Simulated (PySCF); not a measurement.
CH2F (SMILES [CH2]F), doublet, geometry from GFN2-xTB; PySCF with TPSS/aug-cc-pVDZ.

Here is a job for PySCF.
```python
from pyscf import gto, scf, dft

mol = gto.Mole()
mol.atom = '''
    C    -0.64566325    0.05423353    0.06571365
    F     0.67813264   -0.05693569   -0.03196981
    H    -1.19444638   -0.85777853   -0.05263065
    H    -1.03476786    1.04479852   -0.05392294
'''
mol.basis = 'aug-cc-pvdz'
mol.spin = 1
mol.verbose = 4
mol.build()

mf = dft.UKS(mol)
mf.xc = 'tpss'
mf.kernel()
```

What the program printed (banner, timings and long lists left out):

```
PySCF version 2.14.0

[INPUT] verbose = 4
[INPUT] num. atoms = 4
[INPUT] num. electrons = 17
[INPUT] charge = 0
[INPUT] spin (= nelec alpha-beta = 2S) = 1
[INPUT] symmetry False subgroup None
[INPUT] Mole.unit = angstrom
[INPUT] Symbol           X                Y                Z      unit          X                Y                Z       unit  Magmom
[INPUT]  1 C     -0.645663250000   0.054233530000   0.065713650000 AA   -1.220126711197   0.102486518468   0.124180801146 Bohr   0.0
[INPUT]  2 F      0.678132640000  -0.056935690000  -0.031969810000 AA    1.281484965728  -0.107592860813  -0.060414185154 Bohr   0.0
[INPUT]  3 H     -1.194446380000  -0.857778530000  -0.052630650000 AA   -2.257176528678  -1.620966497232  -0.099457514258 Bohr   0.0
[INPUT]  4 H     -1.034767860000   1.044798520000  -0.053922940000 AA   -1.955427857902   1.974383058151  -0.101899588431 Bohr   0.0

nuclear repulsion = 32.3357203666911
number of shells = 26
number of NR pGTOs = 92
number of NR cGTOs = 64
basis = aug-cc-pvdz
ecp = {}

******** <class 'pyscf.dft.uks.UKS'> ********
method = UKS
initial guess = minao
damping factor = 0
level_shift factor = 0
DIIS = <class 'pyscf.scf.diis.CDIIS'>
diis_start_cycle = 1
diis_space = 8
diis_damp = 0
SCF conv_tol = 1e-09
SCF conv_tol_grad = None
SCF max_cycles = 50
direct_scf = True
direct_scf_tol = 1e-13
number electrons alpha = 9  beta = 8
XC library pyscf.dft.libxc version 7.1.2
    S. Lehtola, C. Steigemann, M. J. T. Oliveira, and M. A. L. Marques,  SoftwareX 7, 1–5 (2018)
XC functionals = tpss
    J. Tao, J. P. Perdew, V. N. Staroverov, and G. E. Scuseria,  Phys. Rev. Lett. 91, 146401 (2003)
    J. P. Perdew, J. Tao, V. N. Staroverov, and G. E. Scuseria,  J. Chem. Phys. 120, 6898 (2004)
    J. Tao, J. P. Perdew, V. N. Staroverov, and G. E. Scuseria,  Phys. Rev. Lett. 91, 146401 (2003)
    J. P. Perdew, J. Tao, V. N. Staroverov, and G. E. Scuseria,  J. Chem. Phys. 120, 6898 (2004)
radial grids:
    Treutler-Ahlrichs [JCP 102, 346 (1995); DOI:10.1063/1.469408] (M4) radial grids

becke partition: Becke, JCP 88, 2547 (1988); DOI:10.1063/1.454033
pruning grids: <function nwchem_prune>
grids dens level: 3
symmetrized grids: False
atomic radii adjust function: <function treutler_atomic_radii_adjust>
small_rho_cutoff = 0
Set gradient conv threshold to 3.16228e-05
tot grids = 48000
init E= -139.174967820814

cycle= 1 E= -139.088810792565  delta_E= 0.0862  |g|= 0.227  |ddm|= 1.65
cycle= 2 E= -139.048541162036  delta_E= 0.0403  |g|= 0.42  |ddm|= 0.333
cycle= 3 E= -139.105525642102  delta_E= -0.057  |g|= 0.0477  |ddm|= 0.238
cycle= 4 E= -139.106433703433  delta_E= -0.000908  |g|= 0.0116  |ddm|= 0.0413
cycle= 5 E= -139.10650786927  delta_E= -7.42e-05  |g|= 0.0046  |ddm|= 0.014
cycle= 6 E= -139.106519924086  delta_E= -1.21e-05  |g|= 0.000823  |ddm|= 0.00523
cycle= 7 E= -139.106520627355  delta_E= -7.03e-07  |g|= 0.000105  |ddm|= 0.00202
cycle= 8 E= -139.106520637943  delta_E= -1.06e-08  |g|= 3.34e-05  |ddm|= 0.000255
cycle= 9 E= -139.106520638603  delta_E= -6.6e-10  |g|= 9.38e-06  |ddm|= 4.46e-05
Extra cycle  E= -139.106520638625  delta_E= -2.23e-11  |g|= 8.44e-06  |ddm|= 1.93e-05
converged SCF energy = -139.106520638625  <S^2> = 0.75424139  2S+1 = 2.0042369
```
